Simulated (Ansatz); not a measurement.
The cluster Mn₂Cu⁻, relaxed as a multiplicity 9 with UKS PBE-D4/def2-TZVPD in Ansatz, starting from the GFN1-xTB geometry. Force threshold 0.02 eV/Å.

The charge -1 multiplicity 9 is spin-contaminated (final ⟨S²⟩ up to 20.87, 20.00 for a pure state). The highest occupied level of the charge -1 multiplicity 9 lies above zero (up to 1.02 eV). Its loss leaves the charge 0 multiplicity 10, which lies 1.01 eV higher (vertical, at PBE-D4/def2-TZVPD), but this difference is unsure: the multiplicity 10 is doubtful (geometry relaxed on an unsound state). The relaxation made no stability test and no search for a lower SCF solution. The structure comes from a short search, and lower isomers may exist.

Start:

Cartesian coordinates in Å:
```
Cu -0.0348 -0.4435 -1.2615
Mn 0.2287 1.2733 0.2538
Mn -0.1939 -0.8298 1.0076
```

Task: Estimate the energy that the relaxation releases and the steps that it takes.

Result: 11.4 kcal/mol, in 7 steps; 30 s on 4 threads of Arm Neoverse V2 on a shared host. No frequencies were taken in this run, so the end may be a saddle point.

Task: Does the start keep its bonding and symmetry?

Result: By distances, no bond broke or formed. The bond that changes most is Mn2–Mn3, from 2.27 to 2.77 Å (atoms count from 1). Point group C2v at the start, C2v at the end, both within 0.05 Å.

Task: Predict the relaxed structure.

Result: 
| atom | x (Å) | y (Å) | z (Å) |
| --- | --- | --- | --- |
| Cu1 | -0.035 | -0.443 | -1.249 |
| Mn2 | 0.275 | 1.503 | 0.161 |
| Mn3 | -0.240 | -1.060 | 1.088 |
Bond lengths (bridged metal pairs left out): 2 × Cu–Mn 2.42 to 2.43 Å; 1 × Mn–Mn 2.77 Å.
